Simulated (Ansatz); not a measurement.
Basis-set extrapolation for C₂H₅AlClNO (PBE0-D4/def2-TZVP geometry, frozen core, the Gaussian-basis code of Ansatz). Multiplicity 1, RHF reference.

```json
{"": "HF", "def2-TZVPP": "-909.537909", "def2-QZVPP": "-909.567631"}
{"": "MP2 correlation", "def2-TZVPP": "-1.029323", "def2-QZVPP": "-1.109178"}
{"": "CCSD(T) correlation", "def2-TZVPP": "-1.119657", "def2-QZVPP": "not run"}
```

Energies in hartree. Use E(X) = E(∞) + A·exp(−7.88·√X) for Hartree–Fock and E(X) = E(∞) + B·X^(−2.97) for correlation, with X = 3 and 4, and add CCSD(T) minus MP2 of the smaller set to the MP2 limit.

Question: What is the CCSD(T) energy at the basis-set limit?

Answer: HF limit: -909.567631 + (-0.029722) × 0.13774 = -909.57172. MP2 limit: -1.109178 + (-0.079855) × 0.74074 = -1.16833. Higher-order term: -1.119657 − (-1.029323) = -0.09033. Total: -910.83038 hartree, 453.7 kJ/mol below CCSD(T)/def2-TZVPP.
